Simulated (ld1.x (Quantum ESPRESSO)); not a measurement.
**Cr: ultrasoft pseudisation with PBEsol, scalar-relativistic reference atom.**

The input file (ld1.x (Quantum ESPRESSO) 7.5):

```
&input
   title='Cr', zed=24., rel=1, dft='PBESOL', iswitch=3,
   config='[Ar] 3d5 4s0.5 4p0.5',
   nld=3, rlderiv=3.65, eminld=-2.0, emaxld=5.0, deld=0.02
 /
 &inputp
   pseudotype=3, tm=.true., lloc=-1, rcloc=1.75,
   nlcc=.true., new_core_ps=.true.,
   which_augfun='PSQ', rmatch_augfun=1.35,
   file_pseudopw='Cr.UPF', file_wfcaegen='ae.wfc', file_wfcncgen='nc.wfc', file_beta='beta', file_chi='chi', file_wfcusgen='us.wfc'
 /
6
4S  1  0   0.50   0.00  2.35  2.95  0.0
4S  1  0   0.00   0.40  2.35  2.95  0.0
4P  2  1   0.50   0.00  2.85  3.35  0.0
4P  2  1   0.00   0.40  2.85  3.35  0.0
3D  3  2   5.00   0.00  1.25  1.70  0.0
3D  3  2   0.00   1.70  1.25  1.70  0.0
 &test
   configts(1)='3d5 4s0.5 4p0.5'
 /
```

Command:

```bash
ld1.x < Cr.in > Cr.out
```

Resulting log (shortened: banner, matrices, multipoles, cross overlaps and the repeated all-electron block are left out):

```
Program LD1 v.7.5
     --------------------------- All-electron run ----------------------------

     Cr
     scalar relativistic calculation

     atomic number is 24.00
     dft =PBESOL   lsd =0 sic =0 latt =0  beta=0.20 tr2=1.0E-14
     Exchange-correlation= PBESOL
                           (   1   4  10   8   0   0   0)
     mesh =1183 r(mesh) =  99.18097 a.u. xmin = -7.00 dx = 0.01250
     1 Ry =  13.60569312 eV, c = 137.03599908

     n l     nl                  e(Ry)          e(Ha)          e(eV)
     1 0     1S 1( 2.00)      -431.8102      -215.9051     -5875.0765
     2 0     2S 1( 2.00)       -49.0235       -24.5117      -666.9985
     2 1     2P 1( 6.00)       -41.2293       -20.6147      -560.9533
     3 0     3S 1( 2.00)        -5.4754        -2.7377       -74.4965
     3 1     3P 1( 6.00)        -3.3862        -1.6931       -46.0713
     3 2     3D 1( 5.00)        -0.2672        -0.1336        -3.6348
     4 0     4S 1( 0.50)        -0.3318        -0.1659        -4.5146
     4 1     4P 1( 0.50)        -0.1006        -0.0503        -1.3684

     final scf error:  1.3E-15 reached in  29 iterations

     Etot =   -2098.793095 Ry,   -1049.396548 Ha,  -28555.534785 eV

     Ekin =    2119.773759 Ry,    1059.886880 Ha,   28840.991257 eV
     Encl =   -5009.830331 Ry,   -2504.915165 Ha,  -68162.214075 eV
     Eh   =     886.247878 Ry,     443.123939 Ha,   12058.016661 eV
     Exc  =     -94.984402 Ry,     -47.492201 Ha,   -1292.328627 eV

     normalization and overlap integrals

     s(1S/1S) =  1.000000  <r> =   0.0636  <r2> =    0.0054  r(max) =   0.0417
     s(2S/2S) =  1.000000  <r> =   0.2934  <r2> =    0.1017  r(max) =   0.2428
     s(2P/2P) =  1.000000  <r> =   0.2600  <r2> =    0.0832  r(max) =   0.1988
     s(3S/3S) =  1.000000  <r> =   0.9030  <r2> =    0.9427  r(max) =   0.7764
     s(3P/3P) =  1.000000  <r> =   0.9671  <r2> =    1.1063  r(max) =   0.7961
     s(3D/3D) =  1.000000  <r> =   1.4905  <r2> =    3.1721  r(max) =   0.8369
     s(4S/4S) =  1.000000  <r> =   3.3783  <r2> =   13.3014  r(max) =   2.7100
     s(4P/4P) =  1.000000  <r> =   5.0368  <r2> =   30.4580  r(max) =   3.8457

     ------------------------ End of All-electron run ------------------------

     --------------------- Generating US pseudopotential ---------------------

      Generating local potential from pseudized AE potential:
      Matching radius rcloc =   1.7500

      Local pseudo, rcloc= 1.772 Estimated cut-off energy=     7.87 Ry

      Computing core charge for nlcc:

       r > 1.20 : true rho core
      Core charge pseudized with two Bessel functions
      Integrated core pseudo-charge :  10.19
      Wfc-us  4S rcutus= 2.921  Estimated cut-off energy=     5.31 Ry
      Wfc-us  4S rcutus= 2.921  Estimated cut-off energy=     6.93 Ry
      Wfc-us  4P rcutus= 3.310  Estimated cut-off energy=     6.69 Ry
      Wfc-us  4P rcutus= 3.310  Estimated cut-off energy=     7.64 Ry
      Wfc-us  3D rcutus= 1.685  Estimated cut-off energy=    40.43 Ry
      Wfc-us  3D rcutus= 1.685  Estimated cut-off energy=    71.36 Ry

     Q pseudized with Bessel functions
     Expected ecutrho=     229.0697 due to l1=  2   l2=  2

     ------------------- End of pseudopotential generation -------------------

     Computing logarithmic derivative in   3.63539
     Computing logarithmic derivative in   3.63539
     Computing the partial wave expansion
     R is outside the sphere for l=    0 j= 0.00
     R is outside the sphere for l=    0 j= 0.00
     R is outside the sphere for l=    1 j= 0.00
     R is outside the sphere for l=    1 j= 0.00
     R is outside the sphere for l=    2 j= 0.00
     R is outside the sphere for l=    2 j= 0.00

     ---------------------- Testing the pseudopotential ----------------------

     Cr
     scalar relativistic calculation

     atomic number is 24.00   valence charge is  6.00
     dft =PBESOL   lsd =0 sic =0 latt =0  beta=0.20 tr2=1.0E-14
     mesh =1183 r(mesh) =  99.18097 xmin = -7.00 dx = 0.01250

     n l     nl             e AE (Ry)        e PS (Ry)    De AE-PS (Ry)
     3 2     3D   1( 5.00)       -0.26715       -0.26715        0.00000
     1 0     4S   1( 0.50)       -0.33182       -0.33182        0.00000
     2 1     4P   1( 0.50)       -0.10057       -0.10057        0.00000

     eps = 1.3E-16  iter =  6

     Etot =   -2098.793095 Ry,   -1049.396548 Ha,  -28555.534785 eV
     Etotps =   -37.751752 Ry,     -18.875876 Ha,    -513.638751 eV

     Ekin =      15.397140 Ry,       7.698570 Ha,     209.488763 eV
     Encl =     -52.582516 Ry,     -26.291258 Ha,    -715.421575 eV
     Ehrt =      19.245864 Ry,       9.622932 Ha,     261.853321 eV
     Ecxc =     -25.734699 Ry,     -12.867350 Ha,    -350.138422 eV
     (Ecc =     -17.520852 Ry,      -8.760426 Ha,    -238.383329 eV)
     Epseu=       5.922459 Ry,       2.961230 Ha,      80.579162 eV

     ---------------------- End of pseudopotential test ----------------------
```

Generation and configuration tests took about 3.4 s on one core of a shared server CPU.

Transferability test of the new file with ld1.x, input:

```
&input
   title='Cr', zed=24., rel=1, dft='PBESOL', iswitch=2,
   config='[Ar] 3d5 4s0.5 4p0.5'
 /
 &test
   file_pseudo='Cr.UPF', nconf=8,
   configts(1)='3d5 4s0.5 4p0.5',
   configts(2)='3d5 4s1 4p0',
   configts(3)='3d5 4s0 4p0',
   configts(4)='3d4 4s0 4p0',
   configts(5)='3d4 4s1 4p0',
   configts(6)='3d5 4s0.5 4p0',
   configts(7)='3d3 4s0 4p0',
   configts(8)='3d2 4s0 4p0'
 /
```

```bash
ld1.x < Cr.test.in > Cr.test.out
```

Pseudopotential blocks of its output, shortened (energy terms left out; the distinct warnings before each block abridged to one line each):

```
     ---------------------- Testing the pseudopotential ----------------------

     n l     nl             e AE (Ry)        e PS (Ry)    De AE-PS (Ry)
     3 2     3D   1( 5.00)       -0.26715       -0.26715        0.00000
     1 0     4S   1( 0.50)       -0.33182       -0.33182        0.00000
     2 1     4P   1( 0.50)       -0.10057       -0.10057        0.00000

     eps = 1.3E-16  iter =  6

     Etot =   -2098.793095 Ry,   -1049.396548 Ha,  -28555.534785 eV
     Etotps =   -37.751752 Ry,     -18.875876 Ha,    -513.638751 eV

     ---------------------- End of pseudopotential test ----------------------

          ---------------------- Testing the pseudopotential ----------------------

     n l     nl             e AE (Ry)        e PS (Ry)    De AE-PS (Ry)
     3 2     3D   1( 5.00)       -0.21523       -0.21531        0.00008
     1 0     4S   1( 1.00)       -0.29513       -0.29510       -0.00003
     2 1     4P   1( 0.00)       -0.07013       -0.07011       -0.00002

     eps = 3.8E-16  iter = 10

     Etot =   -2098.907094 Ry,   -1049.453547 Ha,  -28557.085811 eV
     Etotps =   -37.865760 Ry,     -18.932880 Ha,    -515.189914 eV
     dEtot_ae =      -0.113998 Ry
     dEtot_ps =      -0.114008 Ry,   Delta E=       0.000010 Ry

     ---------------------- End of pseudopotential test ----------------------

          ---------------------- Testing the pseudopotential ----------------------

     n l     nl             e AE (Ry)        e PS (Ry)    De AE-PS (Ry)
     3 2     3D   1( 5.00)       -0.72348       -0.72233       -0.00115
     1 0     4S   1( 0.00)       -0.72336       -0.72389        0.00053
     2 1     4P   1( 0.00)       -0.43085       -0.43126        0.00041

     eps = 2.4E-16  iter =  7

     Etot =   -2098.401970 Ry,   -1049.200985 Ha,  -28550.213257 eV
     Etotps =   -37.360396 Ry,     -18.680198 Ha,    -508.314090 eV
     dEtot_ae =       0.391125 Ry
     dEtot_ps =       0.391355 Ry,   Delta E=      -0.000230 Ry

     ---------------------- End of pseudopotential test ----------------------

          ---------------------- Testing the pseudopotential ----------------------

     n l     nl             e AE (Ry)        e PS (Ry)    De AE-PS (Ry)
     3 2     3D   1( 4.00)       -1.67673       -1.69758        0.02084  !
     1 0     4S   1( 0.00)       -1.35405       -1.36174        0.00769  !
     2 1     4P   1( 0.00)       -0.97237       -0.97562        0.00326

     eps = 4.7E-16  iter =  9

     Etot =   -2097.224933 Ry,   -1048.612467 Ha,  -28534.198853 eV
     Etotps =   -36.176591 Ry,     -18.088296 Ha,    -492.207597 eV
     dEtot_ae =       1.568162 Ry
     dEtot_ps =       1.575161 Ry,   Delta E=      -0.006999 Ry

     ---------------------- End of pseudopotential test ----------------------

          ---------------------- Testing the pseudopotential ----------------------

     n l     nl             e AE (Ry)        e PS (Ry)    De AE-PS (Ry)
     3 2     3D   1( 4.00)       -1.01642       -1.02242        0.00600  !
     1 0     4S   1( 1.00)       -0.83831       -0.84028        0.00198
     2 1     4P   1( 0.00)       -0.51406       -0.51425        0.00019

     eps = 2.2E-15  iter = 13

     Etot =   -2098.318407 Ry,   -1049.159204 Ha,  -28549.076322 eV
     Etotps =   -37.273976 Ry,     -18.636988 Ha,    -507.138274 eV
     dEtot_ae =       0.474688 Ry
     dEtot_ps =       0.477776 Ry,   Delta E=      -0.003088 Ry

     ---------------------- End of pseudopotential test ----------------------

          ---------------------- Testing the pseudopotential ----------------------

     n l     nl             e AE (Ry)        e PS (Ry)    De AE-PS (Ry)
     3 2     3D   1( 5.00)       -0.45675       -0.45633       -0.00042
     1 0     4S   1( 0.50)       -0.50322       -0.50336        0.00014
     2 1     4P   1( 0.00)       -0.24266       -0.24278        0.00012

     eps = 4.3E-15  iter =  9

     Etot =   -2098.708153 Ry,   -1049.354077 Ha,  -28554.379090 eV
     Etotps =   -37.666772 Ry,     -18.833386 Ha,    -512.482541 eV
     dEtot_ae =       0.084942 Ry
     dEtot_ps =       0.084980 Ry,   Delta E=      -0.000038 Ry

     ---------------------- End of pseudopotential test ----------------------

          Warning: n=1, l=0 expected 0 nodes, found 1
     Warning: n=3, l=2 expected 0 nodes, found 1
     ---------------------- Testing the pseudopotential ----------------------

     n l     nl             e AE (Ry)        e PS (Ry)    De AE-PS (Ry)
     3 2     3D   1( 3.00)       -2.87214       -2.96157        0.08943  !
     1 0     4S   1( 0.00)       -2.10962       -2.10962        0.00000
     2 1     4P   1( 0.00)       -1.64511       -1.68080        0.03568  !

     eps = 8.1E-15  iter = 10

     Etot =   -2094.968151 Ry,   -1047.484076 Ha,  -28503.493771 eV
     Etotps =   -33.869359 Ry,     -16.934680 Ha,    -460.816109 eV
     dEtot_ae =       3.824944 Ry
     dEtot_ps =       3.882393 Ry,   Delta E=      -0.057449 Ry

     ---------------------- End of pseudopotential test ----------------------

          Warning: n=2, l=1 expected 0 nodes, found 1
     ---------------------- Testing the pseudopotential ----------------------

     n l     nl             e AE (Ry)        e PS (Ry)    De AE-PS (Ry)
     3 2     3D   1( 2.00)       -4.25988       -4.48724        0.22736  !
     1 0     4S   1( 0.00)       -2.96610       -2.96610        0.00000
     2 1     4P   1( 0.00)       -2.42671       -2.62303        0.19632  !

     eps = 2.0E-17  iter =  8

     Etot =   -2091.416819 Ry,   -1045.708410 Ha,  -28455.175436 eV
     Etotps =   -30.166551 Ry,     -15.083276 Ha,    -410.436837 eV
     dEtot_ae =       7.376276 Ry
     dEtot_ps =       7.585201 Ry,   Delta E=      -0.208925 Ry

     ---------------------- End of pseudopotential test ----------------------
```
